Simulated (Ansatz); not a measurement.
The cluster K2H2⁺. Charge 1, multiplicity 2. Geometry r2SCAN-D4/def2-TZVP, that of the neutral singlet; atoms count from 1.

```tsv
atom	x (Å)	y (Å)	z (Å)
K1	-1.580	-0.652	0.548
K2	1.580	0.651	-0.549
H3	-0.821	1.222	-0.908
H4	0.821	-1.221	0.909
```

The structure comes from a short search, and lower isomers may exist.

Question: Estimate the Mulliken populations from the PBE0/def2-TZVP orbitals of Ansatz.

Answer: 
| atom | charge (e) | spin (α − β) |
| --- | --- | --- |
| K1 | 0.70 | -0.06 |
| K2 | 0.70 | -0.06 |
| H3 | -0.20 | 0.56 |
| H4 | -0.20 | 0.56 |
Mulliken values depend strongly on the basis.

Question: Where does the spin sit?

Answer: Summed by element: K -0.12, H 1.12, of 1 unpaired in all. Largest on single atoms: H3 0.56, H4 0.56, K1 -0.06.
